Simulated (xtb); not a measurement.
H₄N (SMILES [NH4+]), charge +1, singlet, at a GFN2-xTB geometry. Base run: GFN0-xTB in xtb.

Geometry (Å):
```xyz
5

N      0.0000     0.0000     0.0000
H     -0.0073     0.9660    -0.3560
H      0.8364    -0.4882    -0.3494
H     -0.8447    -0.4915    -0.3239
H      0.0156     0.0137     1.0294
```
Charge +1, spin multiplicity 1.
All else is at xtb's defaults.
Base energy -3.34463 Eh.

The base run was repeated with changes; each row names its change, and settings that it needs were set with it.

```json
[
 {"change": "base", "ΔE vs base (kJ/mol)": "0.00", "HOMO-LUMO gap (eV)": "9.20"},
 {"change": "etemp = 1000", "ΔE vs base (kJ/mol)": "0.00", "HOMO-LUMO gap (eV)": "9.20"},
 {"change": "acc = 0.1", "ΔE vs base (kJ/mol)": "0.00", "HOMO-LUMO gap (eV)": "9.20"},
 {"change": "acc = 1000", "ΔE vs base (kJ/mol)": "0.00", "HOMO-LUMO gap (eV)": "9.20"}
]
```
